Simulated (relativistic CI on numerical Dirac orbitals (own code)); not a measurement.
## Spin-allowed bands of a d3 ion in an octahedral site, by hand

Problem. Take Δ = 24100 cm⁻¹ and B = 560 cm⁻¹ for a d3 ion in an octahedral site. Calculate the three spin-allowed bands.

Working.
1. The terms of highest spin are 4F (energy 0) and 4P (15B = 8400 cm⁻¹). Here the F term splits into A2 at −1.2Δ = -28920, T2 at −0.2Δ = -4820 and T1 at +0.6Δ = 14460 cm⁻¹.
2. The two T1 states mix through the element 0.4Δ: H = [[14460, 9640], [9640, 8400]], with roots ½(H₁₁ + H₂₂) ∓ ½√[(H₂₂ − H₁₁)² + 4H₁₂²] = ½(22860) ∓ ½(20210) = 1325 and 21535 cm⁻¹.
3. The ground term is 4A2 at -28920 cm⁻¹.
4. Bands: 4T2 24100 cm⁻¹ (415 nm), 4T1(F) 30245 cm⁻¹ (331 nm), 4T1(P) 50455 cm⁻¹ (198 nm).

Check. Exact diagonalisation of the whole d3 shell with these parameters gives 4T2 24100, 4T1 30245, 4T1 50455 cm⁻¹. The match is exact, since without spin-orbit coupling no other term has this spin. The ratio of the second band to the first, 1.255, depends on Δ/B = 43.0 alone, which is how a Tanabe-Sugano diagram is read.
